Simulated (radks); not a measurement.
The numbers below are computed, except where a source is named.
Spherical quantum dot in the effective-mass picture: electrons in a parabolic well V = omega^2 r^2 / 2 with omega = 0.109, with a point charge +1 (a donor) at the centre, all in effective atomic units (hartree* = m*/eps^2 hartree, bohr* = eps/m* bohr), one dielectric constant everywhere. Level of theory: non-relativistic Kohn-Sham, PBEsol, spin-polarised, spherical densities (a radial shooting solver with Libxc functionals). Levels are named by radial order and angular momentum (1s, 1p, 1d, 2s, ...), and open shells are averaged over m. Results are scaled to m* = 0.324 and eps = 13, for which hartree* = 52.17 meV and bohr* = 2.123 nm.

N = 30, configuration 1s2 1p6 1d10 2s2 1f(up 7, down 3). This is the lowest configuration that the search found. Occupied levels:

| level | occupation | eigenvalue (meV) | <r> (nm) |
|---|---|---|---|
| 1s down | 1 | 158.10 | 5.695 |
| 1s up | 1 | 158.16 | 5.721 |
| 2s up | 1 | 161.32 | 19.70 |
| 2s down | 1 | 161.60 | 19.13 |
| 1p up | 3 | 161.62 | 20.36 |
| 1p down | 3 | 161.89 | 19.64 |
| 1d up | 5 | 162.92 | 22.19 |
| 1d down | 5 | 163.28 | 21.80 |
| 1f up | 7 | 164.48 | 23.48 |
| 1f down | 3 | 164.90 | 23.26 |

Energy (meV): total 2804.34, kinetic 118.86, external 752.77, Hartree 2146.5, exchange-correlation -213.76.

Electron density:

| r (nm) | n(r) (e/nm^3) |
|---|---|
| 1.97 | 0.006589 |
| 5.26 | 0.0006610 |
| 8.55 | 0.0001891 |
| 11.8 | 0.0002079 |
| 15.1 | 0.0002967 |
| 18.4 | 0.0003670 |
| 21.7 | 0.0003643 |
| 25.0 | 0.0002586 |
| 28.3 | 0.0001114 |
| 31.6 | 0.00002451 |
| 34.9 | 2.843e-06 |
| 38.1 | 1.764e-07 |
| 41.4 | 5.614e-09 |
